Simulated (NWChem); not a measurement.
# SiNH$_{5}$; SMILES N[SiH3]

Program: NWChem. Pople sets run with spherical d functions. The geometry was optimised at B3LYP/6-31G* (spherical d). Level MN15/6-31G*: energy and gradient on several grids; changes count from the extra-fine grid, which is no exact limit either.

| grid | size of the energy change (μHa) | largest change of a gradient component (μHa/bohr) | time, medium = 1 (rough) |
|---|---|---|---|
| xcoarse | 9000 | 2000 | about 1 |
| coarse | 90 | 300 | about 1 |
| medium | < 10 | 60 | about 1 |
| fine | < 10 | < 30 | about 1 |
| xfine | < 10 | < 30 | 2 |
